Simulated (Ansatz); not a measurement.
Consider the atomization: `C[Se][Se]`• → C• + 3 H• + 2 Se•.

Computed with Ansatz on PBE0-D4/def2-TZVP structures; ΔE is electronic, products minus reactants. CCSD(T)/CBS adds triple-zeta CCSD(T) − MP2 to the extrapolated MP2 energy (def2 sets, frozen cores). This one scheme is used for every species, atoms too. For atomizations the MP2-based limit and the directly extrapolated one differ by several kJ/mol either way, and by 10 to 25 for some Ge, Se and Sn compounds, so smaller differences from it don't rank the levels. Functionals use def2-TZVPP. Open shells (•) are unrestricted, without spin–orbit coupling. Spin–orbit coupling would lower the free atoms: a little for C; clearly for Se. Bonds to Se are less sure, by a few kJ/mol each and by 10 to 20 or more in all where they break to atoms, as the def2 sets lack core-valence functions. Scalar relativity is left out up to krypton.

| level | ΔE (kcal/mol) |
| --- | --- |
| ωB97M-V | 437.4 |
| SCS-MP2/def2-TZVPP | 427.6 |

**Question.** What does CCSD(T)/CBS give? (Estimate.)

**Answer.** Ansatz gave: +441.3 kcal/mol. The listed levels differ from it by -3.9, -13.7 kcal/mol.

Largest T1 diagnostic among the species: 0.018.

From PBE to PBE0 (25 % exact exchange), in def2-TZVPP and without D4, ΔE moves by −11.0 kcal/mol: exact exchange takes away binding that semilocal exchange gives to molecules. In def2-TZVPP, CCSD(T) changes the Hartree–Fock value by +124.6 kcal/mol (the triples alone add +9.2 kcal/mol) and MP2 by +127.8 kcal/mol; breaking electron pairs costs correlation energy, which Hartree–Fock lacks.
